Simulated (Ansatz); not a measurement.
Reaction (atomization): `C[CH]([GeH3])Br` → Br• + 2 C• + Ge• + 7 H•

Gas-phase electronic energies from Ansatz, PBE0-D4/def2-TZVP geometries. CCSD(T)/CBS is the MP2 limit (def2-TZVPP, def2-QZVPP) plus CCSD(T) − MP2 in def2-TZVPP, frozen cores. This one scheme is used for every species, atoms too. DFT in def2-TZVPP. No spin–orbit coupling; open shells (•) take unrestricted orbitals. Spin–orbit coupling would lower the free atoms: a little for C; clearly for Br, Ge. For Br, Ge outer-core shells are correlated without core-valence functions, so the limit isn't a true one: a few kJ/mol of doubt a bond, and 10 to 20 or more in all where bonds break to atoms. Scalar relativity is left out up to krypton.

`C[CH]([GeH3])Br`:

```xyz
11

C    -0.660   -0.910   -0.912
C    -0.529    0.396   -0.165
Ge    1.151    0.572    0.850
Br   -2.013    0.605    1.100
H     0.148   -0.995   -1.646
H    -0.595   -1.766   -0.237
H    -1.612   -0.971   -1.445
H    -0.636    1.246   -0.838
H     2.332    0.454   -0.134
H     1.220   -0.567    1.876
H     1.194    1.935    1.552
```

| level | ΔE (kJ/mol) |
| --- | --- |
| ωB97M-V | 3580.6 |
| PBE | 3599.0 |
| PBE0 | 3570.7 |
| MP2/def2-TZVPP | 3547.0 |

**Question.** What does CCSD(T)/CBS give? (Best estimate.)

**Answer.** Ansatz gave: +3609.2 kJ/mol. The listed levels differ from it by -28.6, -10.2, -38.5, -62.2 kJ/mol.

Largest T1 diagnostic among the species: 0.010.

From PBE to PBE0 (25 % exact exchange), in def2-TZVPP and without D4, ΔE moves by −28.3 kJ/mol: exact exchange takes away binding that semilocal exchange gives to molecules. The D4 term adds +39.6 kJ/mol with B3LYP and +20.6 kJ/mol with PBE0; it sums over pairs of atoms, weighted by their polarisabilities, and B3LYP, whose exchange is more repulsive, gets the larger term.

B3LYP here is the variant with VWN-RPA as its local correlation; programs differ in this.

For atomizations the MP2-based limit and the directly extrapolated one differ by several kJ/mol either way, and by 10 to 25 for some Ge, Se and Sn compounds, so smaller differences from it don't rank the levels.
